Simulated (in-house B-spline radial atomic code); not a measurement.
Al⁺. Computed with a B-spline radial atomic code. Model: non-relativistic spherical atom: semilocal Troullier-Martins pseudo-atom, one channel per l, against all electrons, high spin, G0W0 and RPA with empty states to l = 8, local potential for every l without a channel, a model core (radius 0 = none) keeps its share of the functional.

What the tables leave out is listed at the end.

The pseudopotential gives back the lowest level of each angular momentum of its own functional in the configuration it was made in; a second state of the same l is only approximately right. Exact exchange, RPA and GW see the smooth pseudo-orbitals and miss the exchange with the core, for which the functional's share stands in. The column with an uncorrelated core keeps all orbitals and exact exchange, and so separates missing core correlation from pseudisation. Only the three outermost levels and the lowest empty one were computed. RPA here is direct RPA, with no exchange kernel, and its energies carry an (l + 1/2)⁻⁴ tail. A hybrid on a potential with a model core restores only its own semilocal share of the core's exchange.

Command:
```bash
python run_psgw.py task.json out
```
Settings (lengths in bohr, energies in hartree):
```
Z                      13
electrons              12
configuration          [Ne] 3s2
generated_in           [Ne] 3s2
functional             pbe,pbe
core_shells            2
radius_factor          1.3
core_correction        False
ion_configuration      [Ne] 3s1
```

Time taken, with all properties: 36 s on 1 thread of Arm Neoverse N1, with other jobs on the host.

Given: made with PBE; model core radius 0 bohr; local radius 1.106 bohr; mean-field start PBE.

Valence shells of the generating configuration: 2p, 3s.

Channel: s 2.612, p 0.84 (radii in bohr).

Computed: largest level miss in the spin-unpolarised generating configuration 0 eV; valence RPA correlation energy all-electron orbitals -0.44007 hartree; valence RPA correlation energy pseudo -0.51653 hartree; all-electron RPA polarisability, core included 18.334 bohr³; ionisation by mean-field all-electron 18.76 eV; ionisation by RPA all-electron 19.247 eV; ionisation by RPA pseudo minus all 0.322 eV.

| level | occupied | mean-field all-electron (eV) | mean-field pseudo minus all (eV) | G0W0 all-electron (eV) | G0W0 uncorrelated core minus all (eV) | G0W0 pseudo minus all (eV) | exchange self-energy all-electron (eV) | exchange self-energy pseudo (eV) |
| --- | --- | --- | --- | --- | --- | --- | --- | --- |
| 3s | 1 | -14.785 | 0 | -18.974 | -0.036 | -0.36 | -12.234 | -11.832 |
| 3p (empty) | 0 | -9.0649 | 0.092 | -6.3124 | 0.012 | 0.173 | -3.2088 | -2.7068 |

Q: What is the ionisation by mean-field pseudo minus all?

A: -0.017 eV.

Q: What is the pseudo-atom RPA polarisability?

A: 18.3 bohr³.

Given: mean-field start PBE0.

Computed: valence RPA correlation energy all-electron orbitals -0.41599 hartree; all-electron RPA polarisability, core included 16.237 bohr³; pseudo-atom RPA polarisability 15.733 bohr³; ionisation by mean-field all-electron 18.654 eV; ionisation by mean-field pseudo minus all 0.12 eV; ionisation by RPA pseudo minus all 0.33 eV.

```
     level  occupied  mean-field all-electron (eV)  mean-field pseudo minus all (eV)  G0W0 all-electron (eV)  G0W0 uncorrelated core minus all (eV)  G0W0 pseudo minus all (eV)  exchange self-energy all-electron (eV)  exchange self-energy pseudo (eV)
        3s         1                       -15.739                            -0.104                 -18.979                                 -0.032                       -0.37                                 -12.111                           -11.982
3p (empty)         0                       -8.2233                             0.176                 -6.2337                                  0.011                       0.224                                  -2.999                           -2.5437
```

Q: What is the valence RPA correlation energy pseudo?

A: -0.49396 hartree.

Q: What is the ionisation by RPA all-electron?

A: 19.048 eV.

Given: mean-field start Hartree-Fock.

Computed: valence RPA correlation energy pseudo -0.44389 hartree; all-electron RPA polarisability, core included 12.759 bohr³; pseudo-atom RPA polarisability 11.22 bohr³; ionisation by mean-field all-electron 17.52 eV; ionisation by RPA all-electron 18.669 eV; ionisation by RPA pseudo minus all 0.367 eV.

```csv
level,occupied,mean-field all-electron (eV),mean-field pseudo minus all (eV),G0W0 all-electron (eV),G0W0 uncorrelated core minus all (eV),G0W0 pseudo minus all (eV),exchange self-energy all-electron (eV),exchange self-energy pseudo (eV)
3s,1,-17.75,-0.599,-18.867,-0.023,-0.335,-11.719,-12.425
2p,1,-95.857,5.692,-93.212,-0.629,4.581,-60.261,-48.795
3p (empty),0,-5.3089,0.345,-6.0776,0.007,0.393,-2.2475,-1.8439
```

Q: What is the valence RPA correlation energy all-electron orbitals?

A: -0.36331 hartree.

Q: What is the ionisation by mean-field pseudo minus all?

A: 0.543 eV.

Among the listed levels the largest G0W0 shift of the pseudo-atom is +4.58 eV, for 2p on the Hartree-Fock start, while leaving the core uncorrelated moves that level by -0.63 eV. So pseudisation and the lost core exchange, not the missing core correlation, make the error. Not in the tables (levels of low weight, unsolved or above zero; the highest and the empty levels are kept at any weight): on PBE the G0W0 levels 2p (pseudo minus all +2.05 eV, weights 0.61 and 0.34); on PBE0 the G0W0 levels 2p (pseudo minus all +3.60 eV, weights 0.79 and 0.70).
